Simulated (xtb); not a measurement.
CH3Cl4Nb, SMILES [CH3][Nb]([Cl])([Cl])([Cl])[Cl], multiplicity 1. All values are semi-empirical tight-binding results from xtb (GFN2-xTB unless named), good for trends rather than for accurate numbers. Geometry optimised at GFN2-xTB. The spin state was assumed, not searched. The structure was generated by enumeration; whether it is a known compound was not checked.

Optimised geometry:

Bonded distances (Å): Nb1–Cl2 2.254, Nb1–Cl3 2.260, Nb1–Cl4 2.261, Nb1–Cl5 2.249, Nb1–C6 2.325, C6–H7 1.095, C6–H8 1.091, C6–H9 1.094. Bond angles (°): Cl2–Nb1–Cl3 93.2, Cl2–Nb1–Cl4 93.2, Cl2–Nb1–Cl5 124.7, Cl2–Nb1–C6 117.6, Cl3–Nb1–Cl4 165.1, Cl3–Nb1–Cl5 93.7, Cl3–Nb1–C6 83.4, Cl4–Nb1–Cl5 93.7, Cl4–Nb1–C6 81.7, Cl5–Nb1–C6 117.7, Nb1–C6–H7 109.0, Nb1–C6–H8 113.2, Nb1–C6–H9 110.2, H7–C6–H8 108.3, H7–C6–H9 107.5, H8–C6–H9 108.5.
Charge 0, spin multiplicity 1.

For metal compounds this method's bond lengths and energies can be far off.

Problem. Estimate the properties. (The exact figures need the calculation; the answer reports its results.)

Solution. 
```
Item                                           Value
-------------------------------------  -------------
orbital gap                                  2.13 eV
zero-point energy                      24.3 kcal/mol
G − E(el) at 298.15 K (modified RRHO)   0.0 kcal/mol
```

Problem. Give the atomic charges and the Wiberg bond orders between heavy atoms. (An estimate is asked for; the answer gives what the named calculation found.)

Solution. charges (e) Nb1 0.34, Cl2 -0.09, Cl3 -0.14, Cl4 -0.14, Cl5 -0.09, C6 -0.16, H7 0.10, H8 0.09, H9 0.10. Bond orders Nb1–Cl2 1.32, Nb1–Cl3 1.29, Nb1–Cl4 1.29, Nb1–Cl5 1.33, Nb1–C6 1.03.
